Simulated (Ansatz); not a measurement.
The cluster Pd₄H₇. Charge 0, multiplicity 2. Geometry PBE0-D4/def2-SVP; atoms count from 1.

```xyz
11

Pd   -0.8830    1.4702    0.1332
Pd    0.0452   -0.6639   -1.4190
Pd    0.7022   -0.4647    1.1362
Pd   -0.2403    1.6140    2.7640
H    -0.4042   -1.3104   -3.0062
H    -0.8373    0.5411    1.5575
H     1.9904   -1.5541    1.1480
H    -1.2429    0.4002   -1.1943
H     0.0765   -0.6527   -3.1854
H    -0.5858    2.5358    1.4358
H     1.3789   -1.9157    0.6304
```

In the def2 sets Pd takes a core potential; there is no spin–orbit coupling. In the doublet, H5 and H9 lie 0.83 Å apart, H7 and H11 lie 0.88 Å apart (atoms count from 1), so H2 has formed as a molecule. No other spin state of charge 0 was run. Another isomer (doublet) lies 0.25 eV lower at PBE0-D4/def2-TZVP; other spin states weren't run for this one.

(1) Estimate the Mulliken populations from the PBE0/def2-TZVP orbitals of Ansatz.

(2) Where does the spin sit?

(3) And the Mayer bond orders between bonded heavy atoms (over 0.3)?

Results:

(1) 
```tsv
atom	charge (e)	spin (α − β)	d electrons
Pd1	-0.13	0.01	9.24
Pd2	-0.04	0.48	9.17
Pd3	-0.16	0.17	9.28
Pd4	-0.07	0.13	9.39
H5	0.06	0.03	–
H6	0.17	-0.01	–
H7	0.04	0.03	–
H8	0.01	0.09	–
H9	0.05	0.02	–
H10	0.03	0.05	–
H11	0.04	0.00	–
```
Mulliken values and Mayer orders depend strongly on the basis.

(2) Summed by element: Pd 0.79, H 0.21, of 1 unpaired in all. Largest on single atoms: Pd2 0.48, Pd3 0.17, Pd4 0.13.

(3) Pd1–Pd2 0.32 (2.80 Å); Pd1–Pd3 0.31 (2.69 Å); Pd1–Pd4 0.42 (2.71 Å); Pd2–Pd3 0.47 (2.65 Å); Pd3–Pd4 0.32 (2.80 Å).
